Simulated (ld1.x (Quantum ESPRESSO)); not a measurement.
Reading a pseudo-wave (silicon)

Columns: radius, all-electron u(r) and pseudo u(r) of the 3s shell (level -12.78 eV) of silicon in the configuration [Ne] 3s2 3p1.75; LDA (PZ), scalar-relativistic, TM scheme, ld1.x (Quantum ESPRESSO) 7.5.

```csv
r (bohr),all-electron,pseudo
0.095,0.1378,0.0251
0.190,-0.1090,0.0511
0.285,-0.2914,0.0790
0.380,-0.3488,0.1096
0.475,-0.3089,0.1440
0.570,-0.2098,0.1831
0.665,-0.0814,0.2278
0.760,0.0558,0.2785
0.855,0.1892,0.3350
0.950,0.3112,0.3964
1.045,0.4180,0.4608
1.140,0.5082,0.5250
1.235,0.5820,0.5855
1.330,0.6399,0.6386
1.425,0.6833,0.6815
1.520,0.7138,0.7128
1.615,0.7328,0.7325
1.710,0.7419,0.7419
1.805,0.7426,0.7426
1.900,0.7362,0.7362
1.995,0.7241,0.7241
2.090,0.7073,0.7073
2.185,0.6868,0.6868
2.280,0.6636,0.6636
2.375,0.6382,0.6382
2.470,0.6114,0.6114
```

Question: How many radial nodes do the two functions have?

Answer: The all-electron 3s function has n − l − 1 = 2; the pseudo-wave has 0, since the states of the same l below it are removed with the core.

Question: At about which radius was the pseudo-wave matched?

Answer: 1.85 bohr. The columns agree to 0.0005 from 1.61 bohr on; several derivatives are matched, so the curves merge somewhat inside the radius.

Question: Is the pseudo-wave norm-conserving?

Answer: Yes: the TM scheme keeps the norm inside the radius equal to the all-electron one, which fixes the energy derivative of the logarithmic derivative at the level.
